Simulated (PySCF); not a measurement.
Fe²⁺ (iron, charge +2) across methods

[Ar] 3d5 4p1, high-spin 7P determinant (an excited configuration). Computed with PySCF 2.14 in x2c-TZVPPall with one added diffuse shell each of s, p, d, f type (7s6p5d3f1g, 80 functions), with the spin-free X2C one-electron Hamiltonian (Gaussian nucleus).

| method | E (hartree) | mean ε 3p β (eV) | mean ε 3d α (eV) | mean ε 4p α (eV) | Σ⟨r²⟩ (bohr²) | ⟨S²⟩ |
| --- | --- | --- | --- | --- | --- | --- |
| HSE06 | -1271.142 | -85.407 | -37.413 | -17.897 | 22.17 | 12.000 |
| BHandHLYP | -1271.335 | -88.876 | -40.582 | -18.756 | 22.22 | 12.001 |
| PBE0 | -1271.126 | -85.797 | -37.865 | -18.271 | 22.16 | 12.000 |
| UHF | -1270.22777 | -93.710 | -45.931 | -19.901 | 22.52 | 12.001 |
| r2SCAN | -1271.317 | -83.434 | -35.547 | -17.693 | 22.06 | 12.001 |
| TPSSh | -1271.346 | -84.178 | -36.065 | -17.791 | 22.15 | 12.000 |
| PBE | -1271.083 | -82.608 | -34.928 | -17.584 | 22.14 | 12.000 |
| LDA | -1268.752 | -82.711 | -35.134 | -17.660 | 22.05 | 12.000 |

Question: Estimate the same row for wB97X-V.

Answer: E (hartree) = -1271.191; mean ε 3p β (eV) = -88.435; mean ε 3d α (eV) = -40.111; mean ε 4p α (eV) = -20.106; Σ⟨r²⟩ (bohr²) = 22.23; ⟨S²⟩ = 12.001.
